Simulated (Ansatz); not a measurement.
Input for Ansatz (an electronic-structure program): R-CCSD(T)/aug-cc-pVDZ on N2 (SMILES N#N).

Ansatz 0.2 input:
```yaml
crystal:
  periodic: [false, false, false]
  atoms:
    - {symbol: N, position_ang: [0.47634349, -0.33808229, 2.94851102]}
    - {symbol: N, position_ang: [-0.23219679, 0.12894808, 3.63361178]}
basis:
  gaussian:
    orbitals: aug-cc-pVDZ
magnetization: {spin_polarized: false}
correlation: {method: ccsd_t, electrons: outside_noble_gas}
scf: {lower_state_search: off}
```

Task: What total energy does the run end on?

Result: -109.2928 hartree (reference determinant -108.9614, T1 diagnostic 0.013).
